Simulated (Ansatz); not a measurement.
Reaction (redistribution): `C[CH](C)[Ga]([SH])[SH]` + `F[Si]Br` → `[SH][Ga]([SH])[Br]` + `CC(C)[Si]F`

Program: Ansatz. Geometries: PBE0-D4/def2-TZVP. ΔE: electronic, gas phase. CCSD(T)/CBS adds triple-zeta CCSD(T) − MP2 to the extrapolated MP2 energy (def2 sets, frozen cores). DFT in def2-TZVPP. For Br, Ga outer-core shells are correlated without core-valence functions, which leaves a few kJ/mol of doubt a bond. Scalar relativity is left out up to krypton. One conformer a species, not always the lowest.

| species | r2SCAN energy (Eh) |
| --- | --- |
| `C[CH](C)[Ga]([SH])[SH]` | -2840.99230 |
| `F[Si]Br` | -2963.53889 |
| `[SH][Ga]([SH])[Br]` | -5296.68863 |
| `CC(C)[Si]F` | -507.83654 |

Question: Work out ΔE.

Answer: ΔE = (-5296.68863) + (-507.83654) − (-2840.99230) − (-2963.53889) = 0.00602 Eh = +15.8 kJ/mol. CCSD(T)/CBS gives +19.0 kJ/mol.

Largest T1 diagnostic among the species: 0.012.

From PBE to PBE0 (25 % exact exchange), in def2-TZVPP and without D4, ΔE moves by −8.2 kJ/mol. In def2-TZVPP, CCSD(T) changes the Hartree–Fock value by +20.4 kJ/mol (the triples alone add +3.4 kJ/mol) and MP2 by +24.0 kJ/mol.
